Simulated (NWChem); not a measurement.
System meant: CHCuOS; SMILES [O+]#[C-]->[Cu][SH]

Here is an NWChem input.

```
start job
memory heap 200 mb stack 900 mb global 1100 mb
geometry units angstroms noautoz
  Cu     0.034145     0.003172     0.000000
  S      0.093622     2.143080     0.000000
  H     -1.256300     2.244715     0.000000
  O     -0.010163    -2.952951     0.000000
  C      0.014607    -1.822632     0.000000
end
basis spherical
  Cu library def2-svp
  S library def2-svp
  H library def2-svp
  O library def2-svp
  C library def2-svp
end
dft
  xc xpbe96 cpbe96
  iterations 4
  mulliken
end
task dft energy
```

End of the output:

```
    Atom       Charge   Shell Charges
 -----------   ------   -------------------------------------------------------
    1 Cu  29    28.87   2.00  2.00  1.96  0.56  0.21  5.99  5.90  0.76  7.32  2.17  0.00
    2 S   16    16.12   2.00  1.95  0.99  0.71  5.81  1.87  2.74  0.05
    3 H    1     1.05   0.64  0.33  0.08
    4 O    8     7.85   1.98  0.93  0.62  2.63  1.66  0.04
    5 C    6     6.10   1.97  0.76  0.48  1.74  0.99  0.16

 center of mass
 --------------
 x =   0.02071586 y =  -0.03623437 z =   0.00000000

 moments of inertia (a.u.)
 ------------------
        1182.989165747594          -0.000000000000           0.000000000000
          -0.000000000000           6.375364303925           0.000000000000
           0.000000000000           0.000000000000        1189.364530051519

     Multipole analysis of the density
     ---------------------------------

     L   x y z        total         alpha         beta         nuclear
     -   - - -        -----         -----         ----         -------
     0   0 0 0     -0.000000    -30.000000    -30.000000     60.000000

     1   1 0 0     -0.208122     -0.104061     -0.104061     -0.000000
     1   0 1 0     -1.108617     -0.554309     -0.554309      0.000000
     1   0 0 1     -0.000000     -0.000000     -0.000000      0.000000

     2   2 0 0    -26.294485    -16.254140    -16.254140      6.213795
     2   1 1 0     -1.248229      1.926267      1.926267     -5.100763
     2   1 0 1     -0.000000     -0.000000     -0.000000      0.000000
     2   0 2 0    -32.301176   -316.356868   -316.356868    600.412560
     2   0 1 1     -0.000000     -0.000000     -0.000000      0.000000
     2   0 0 2    -28.578133    -14.289067    -14.289067      0.000000

 ------------------------------------------------------------------------
 dft energy failed                                                                                  0
 ------------------------------------------------------------------------
 ------------------------------------------------------------------------
  current input line :
    22: task dft energy
 ------------------------------------------------------------------------
 ------------------------------------------------------------------------
 This type of error is most commonly associated with calculations not reaching convergence criteria
 ------------------------------------------------------------------------
 For more information see the NWChem manual at https://nwchemgit.github.io

0:dft energy failed:Received an Error in Communication
```

Can this run be used? If not, why, and what is the fix?

The run did not converge; its last values are not results. Cause: the SCF was allowed too few iterations. This input runs:
```
start job
memory heap 200 mb stack 900 mb global 1100 mb
geometry units angstroms noautoz
  Cu     0.034145     0.003172     0.000000
  S      0.093622     2.143080     0.000000
  H     -1.256300     2.244715     0.000000
  O     -0.010163    -2.952951     0.000000
  C      0.014607    -1.822632     0.000000
end
basis spherical
  Cu library def2-svp
  S library def2-svp
  H library def2-svp
  O library def2-svp
  C library def2-svp
end
dft
  xc xpbe96 cpbe96
  iterations 150
  mulliken
end
task dft energy
```
It converges to -2151.70594 Ha (PBE/def2-SVP).
